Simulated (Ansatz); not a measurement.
## Ligand exchange: CH3I + SnH(CH3)2(SiH3) → SiH3I + SnH(CH3)3

Gas-phase species: CH3I (methyl iodide) `CI`, singlet; SnH(CH3)2(SiH3), singlet; SiH3I `[SiH3]I`, singlet; SnH(CH3)3, singlet. The partners trade CH3 for SiH3: I–CH3 and Sn–SiH3 bonds give way to I–SiH3 and Sn–CH3.

Shapes, held fixed at every level: PBE0-D4/def2-TZVP. Programs: Ansatz 0.2.0. Electronic energies: no zero-point or thermal term.

```
              level                    kind  ΔE (kJ/mol)  less CCSD(T)/def2-TZVPP
      HF/def2-TZVPP            Hartree–Fock        -93.9                     -9.6
  PBE-D4/def2-TZVPP                     GGA        -73.5                    +10.8
B3LYP-D4/def2-TZVPP           global hybrid        -78.8                     +5.5
 wB97M-V/def2-TZVPP  range-separated hybrid        -87.8                     -3.5
 wB97X-V/def2-TZVPP  range-separated hybrid        -85.4                     -1.1
  B2PLYP/def2-TZVPP           double hybrid        -84.6                     -0.3
    CCSD/def2-TZVPP   coupled cluster or CI        -86.0                     -1.7
 CCSD(T)/def2-TZVPP   coupled cluster or CI        -84.3                      0.0
```

The highest level, CCSD(T)/def2-TZVPP, gives ΔE = -84.3 kJ/mol; the levels span -93.9 to -73.5. The column of differences is taken from that level and isn't an error. No measured value is set beside it here. For atoms past krypton def2 sets carry core potentials with scalar relativity. Outer-core shells of I, Sn are correlated, in sets that cover them unevenly.
